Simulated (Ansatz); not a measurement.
Basis sets compared for Sr₄Te₄⁺ (the lowest doublet isomer of a short search). The state is a doublet with charge 1. Geometry PBE-D4/def2-SVP. Ansatz on 4 threads of Arm Neoverse N1 on a shared host; times are rough, and most runs start from earlier orbitals.

```tsv
atom	x (Å)	y (Å)	z (Å)
Sr1	-0.636	2.245	-0.806
Sr2	1.766	-0.928	-1.451
Sr3	-2.307	-1.659	-0.433
Sr4	1.242	0.420	2.558
Te5	-0.985	-0.172	-2.822
Te6	-1.843	0.610	1.763
Te7	2.388	1.804	0.022
Te8	0.374	-2.319	1.169
```

In the def2 sets Sr, Te take a core potential; there is no spin–orbit coupling. The structure comes from a short search, and lower isomers may exist.

```
           level  functions  energy (Eh)  HOMO (eV)  LUMO (eV)  wall time
 PBE-D4/def2-SVP        196   -1195.2144      -7.58      -7.00       23 s
PBE0-D4/def2-SVP        196   -1195.2804      -8.49      -6.36       37 s
```

Question: Estimate the rows for PBE-D4/def2-TZVP (with forces), PBE0-D4/def2-TZVP.

Answer: 
| level | functions | energy (Eh) | HOMO (eV) | LUMO (eV) | wall time |
| --- | --- | --- | --- | --- | --- |
| PBE-D4/def2-TZVP (with forces) | 332 | -1195.2909 | -7.55 | -6.96 | 41 s |
| PBE0-D4/def2-TZVP | 332 | -1195.3525 | -8.45 | -6.29 | 70 s |
